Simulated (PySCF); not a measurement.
## Atomic charges by several schemes

Compound: 2-penten-4-olide, C5H6O2.
Cartesian coordinates in Å at the PBE0-D3(BJ)/def2-SVP level; atoms count from 1:
```
atom  x, y, z in Å
C1     1.9574   -0.0043   -0.0814
C2     0.5614    0.3536   -0.5539
C3    -0.3706   -0.8129   -0.6848
C4    -1.4238   -0.6221    0.1117
C5    -1.2515    0.6764    0.8087
O6    -1.9616    1.2193    1.6015
O7    -0.0712    1.2083    0.3841
H8     2.4629   -0.6422   -0.8214
H9     2.5532    0.9082    0.0590
H10    1.9085   -0.5425    0.8764
H11    0.6232    0.8968   -1.5160
H12   -0.1722   -1.6635   -1.3393
H13   -2.2890   -1.2628    0.2733
```

Density: PBE0/pcSseg-1 (PySCF); schemes: Mulliken, IAO, Hirshfeld and ESP-fitted. Isolated species at its PBE0-D3(BJ)/def2-SVP geometry, gas phase.

Question: At which atom do the 4 schemes differ most?

Answer: At C5: from +0.188 (Hirshfeld) to +0.758 e (ESP-fitted), 0.570 e apart.

Question: For which atoms does the sign change between the 4 schemes (beyond +0.03 e in one, beyond −0.03 e in another)?

Answer: For none.

Question: Tabulate the Mulliken, IAO, Hirshfeld and ESP-fitted charges.

Answer: In e:

| atom | environment | Mulliken | IAO | Hirshfeld | ESP-fitted |
| --- | --- | --- | --- | --- | --- |
| C1 | methyl carbon | -0.228 | -0.418 | -0.115 | -0.515 |
| C2 | sp3 carbon bound to oxygen | +0.036 | +0.087 | +0.051 | +0.531 |
| C3 | alkene CH carbon | -0.105 | -0.129 | -0.023 | -0.288 |
| C4 | alkene CH carbon | -0.185 | -0.220 | -0.058 | -0.342 |
| C5 | ester carbonyl carbon | +0.519 | +0.507 | +0.188 | +0.758 |
| O6 | ester carbonyl oxygen | -0.379 | -0.436 | -0.272 | -0.523 |
| O7 | ester single-bonded oxygen | -0.437 | -0.347 | -0.110 | -0.472 |
| H8 | methyl hydrogen | +0.121 | +0.146 | +0.050 | +0.121 |
| H9 | methyl hydrogen | +0.143 | +0.158 | +0.053 | +0.152 |
| H10 | methyl hydrogen | +0.126 | +0.151 | +0.045 | +0.165 |
| H11 | methine hydrogen | +0.153 | +0.156 | +0.052 | +0.017 |
| H12 | vinylic hydrogen | +0.118 | +0.166 | +0.069 | +0.194 |
| H13 | vinylic hydrogen | +0.119 | +0.177 | +0.069 | +0.202 |

Mean size of the charges over all atoms: ESP-fitted 0.329 e, IAO 0.238 e, Mulliken 0.205 e, Hirshfeld 0.089 e. Each set sums to the total charge, 0, to within 0.001 e. The IAO scheme projects the occupied orbitals on a minimal set of polarised atomic orbitals and counts the electrons in each atom's part of it. The Hirshfeld scheme divides the density at each point in proportion to the densities of the neutral, spherically averaged free atoms.

Question: How closely do the schemes follow one another over all atoms?

Answer: Correlation coefficient and root-mean-square difference: Mulliken with IAO 0.97, 0.067 e; IAO with Hirshfeld 0.95, 0.171 e; IAO with ESP-fitted 0.93, 0.165 e; Mulliken with Hirshfeld 0.93, 0.152 e; Mulliken with ESP-fitted 0.90, 0.196 e; Hirshfeld with ESP-fitted 0.89, 0.294 e.

Question: Sum the charges by element.

Answer: 
```json
{"element": "C", "atoms": "5", "Mulliken": "+0.037", "IAO": "-0.172", "Hirshfeld": "+0.044", "ESP-fitted": "+0.144"}
{"element": "O", "atoms": "2", "Mulliken": "-0.816", "IAO": "-0.783", "Hirshfeld": "-0.381", "ESP-fitted": "-0.994"}
{"element": "H", "atoms": "6", "Mulliken": "+0.780", "IAO": "+0.955", "Hirshfeld": "+0.338", "ESP-fitted": "+0.851"}
```

These values come from a run that also computed NMR shieldings. Hardware: x86-64 server, one thread, no GPU, on a shared host. Cost: 9.7 s.
